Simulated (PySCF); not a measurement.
The vertical singlet excitations below were computed for one of the candidates. Theory: TDDFT CAM-B3LYP/def2-SVPD, vertical, gas phase, core orbitals frozen in the response in PySCF. Geometries: PBE0-D3(BJ)/def2-SVP, one conformer each.

```json
{"state": "S1", "E (eV)": "7.65", "λ (nm)": "162.0", "f": "0.0002"}
{"state": "S2", "E (eV)": "7.94", "λ (nm)": "156.1", "f": "0.017"}
{"state": "S3", "E (eV)": "8.08", "λ (nm)": "153.4", "f": "0.050"}
{"state": "S4", "E (eV)": "8.19", "λ (nm)": "151.4", "f": "0.0064"}
{"state": "S5", "E (eV)": "8.23", "λ (nm)": "150.6", "f": "0.0064"}
{"state": "S6", "E (eV)": "8.32", "λ (nm)": "149.0", "f": "0.024"}
{"state": "S7", "E (eV)": "8.45", "λ (nm)": "146.6", "f": "0.070"}
{"state": "S8", "E (eV)": "8.59", "λ (nm)": "144.3", "f": "0.026"}
{"state": "S9", "E (eV)": "8.64", "λ (nm)": "143.5", "f": "0.0020"}
{"state": "S10", "E (eV)": "8.71", "λ (nm)": "142.3", "f": "0.025"}
```

Triplets computed (Tamm–Dancoff): 7.44, 7.73, 7.76, 7.88 eV.

Question: Which candidate is it? All have the formula C5H12O2Si.
A. `CCO[Si@H]1CCCO1`
B. `CCCCC(=O)O[SiH3]`
C. `CC(C)CC(=O)O[SiH3]`

Answer: A. Its S1, at 7.65 eV, is the highest among the candidates; the nearest of the others has S1 at 5.92 eV. S1 is HOMO→LUMO (60%), HOMO→LUMO+2 (14%). Löwdin shares by element: HOMO oxygen 60%, carbon 11% or more, hydrogen 7% or more (atoms not listed hold the other 22%); LUMO carbon 23% or more, silicon 18% (atoms not listed hold the other 59%). At the same level the other candidates give, for their lowest levels:
- `CCCCC(=O)O[SiH3]`: 5.92 eV (f 0.000); 7.68 eV (f 0.032); 8.07 eV (f 0.003); 8.19 eV (f 0.062); 8.28 eV (f 0.000); T1 5.42 eV; HOMO -9.76, LUMO 0.93 eV
- `CC(C)CC(=O)O[SiH3]`: 5.91 eV (f 0.000); 7.70 eV (f 0.033); 8.08 eV (f 0.004); 8.18 eV (f 0.076); 8.24 eV (f 0.002); T1 5.41 eV; HOMO -9.75, LUMO 0.90 eV
